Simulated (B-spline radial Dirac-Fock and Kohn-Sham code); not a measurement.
# Auger decay of the K hole in Tb⁺

System: terbium as Tb⁺ in the configuration [Xe] 4f7 5d2 6s1 (an excited configuration).

Calculated with a radial finite-basis atomic code, using independent-particle rates on relativistic LDA orbitals of the hole state (multipoles up to L = 3, Coulomb Auger matrix elements, transition energies from Dirac-Fock). Kinetic energies are configuration averages from the vacuum level; the two-hole energies are estimated from single-hole states. The rates lack the Breit term, which in heavy atoms raises K-L1L1 and K-L1L2.

| transition | kinetic energy (eV) | width (meV) | share (%) |
| --- | --- | --- | --- |
| K-L1L1 | 34358.8 | 99.4 | 7.0 |
| K-L1L2 | 34827.9 | 134 | 9.5 |
| K-L2L2 | 35233.1 | 16.7 | 1.2 |
| K-L1L3 | 35574.9 | 147 | 10.4 |
| K-L2L3 | 35997.3 | 350 | 24.8 |
| K-L3L3 | 36741.9 | 156 | 11.0 |
| K-L1M1 | 41216.1 | 37.7 | 2.7 |
| K-L1M2 | 41407.0 | 27.9 | 2.0 |
| K-L1M3 | 41566.3 | 31.1 | 2.2 |
| K-L2M1 | 41671.9 | 20.8 | 1.5 |
| K-L2M2 | 41870.3 | 6.45 | 0.5 |
| K-L2M3 | 42024.1 | 62.3 | 4.4 |
| K-L2M5 | 42390.6 | 8.28 | 0.6 |
| K-L3M1 | 42410.8 | 22.6 | 1.6 |
| K-L3M2 | 42603.8 | 58.7 | 4.2 |
| K-L3M3 | 42765.8 | 56.3 | 4.0 |
| K-L1N1 | 42817.1 | 8.92 | 0.6 |
| K-L1N3 | 42932.0 | 7.08 | 0.5 |
| K-L3M4 | 43094.2 | 11.5 | 0.8 |
| K-L3M5 | 43131.7 | 9.30 | 0.7 |
| K-L2N3 | 43392.8 | 13.7 | 1.0 |
| K-L3N2 | 44094.7 | 12.9 | 0.9 |
| K-L3N3 | 44131.3 | 12.4 | 0.9 |
| K-M2M3 | 48529.8 | 10.6 | 0.8 |

The listed channels hold 94 % of the non-radiative rate. Summed by principal shells, of 1.41 eV in all: KLL 64.0 %, KLM 25.6 %, KLN 5.7 %, KMM 2.4 %, KMN 1.1 %, KLO 0.8 %.
